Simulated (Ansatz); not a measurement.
`BC(Cl)CC` and `BC(C)Cl` differ in one atom or group.

Ansatz, PBE0-D4/def2-TZVP geometries, multiplicity 1. Each molecule was computed in one conformer, which needn't be the lowest.

```json
{"property": "HOMO energy (PBE0/def2-TZVPP) / eV", "`BC(Cl)CC`": "-8.65"}
{"property": "HOMO energy (ωB97M-V/def2-TZVPP) / eV", "`BC(Cl)CC`": "-10.92"}
{"property": "HOMO–LUMO gap (B3LYP/def2-TZVPP) / eV", "`BC(Cl)CC`": "7.81"}
{"property": "LUMO energy (ωB97M-V/def2-TZVPP) / eV", "`BC(Cl)CC`": "1.49"}
{"property": "LUMO energy (PBE/def2-TZVPP) / eV", "`BC(Cl)CC`": "-1.42"}
{"property": "HOMO energy (B3LYP/def2-TZVPP) / eV", "`BC(Cl)CC`": "-8.44"}
```

**Question.** What does the change do to each property? (An estimate is asked.)

**Answer.** The calculation gave: 
```tsv
property	`BC(C)Cl`	shift
HOMO energy (PBE0/def2-TZVPP) / eV	-8.71	-0.06
HOMO energy (ωB97M-V/def2-TZVPP) / eV	-10.97	-0.05
HOMO–LUMO gap (B3LYP/def2-TZVPP) / eV	7.86	0.05
LUMO energy (ωB97M-V/def2-TZVPP) / eV	1.50	0.01
LUMO energy (PBE/def2-TZVPP) / eV	-1.43	-0.01
HOMO energy (B3LYP/def2-TZVPP) / eV	-8.49	-0.05
```

B3LYP here is the variant with VWN-RPA as its local correlation; programs differ in this.
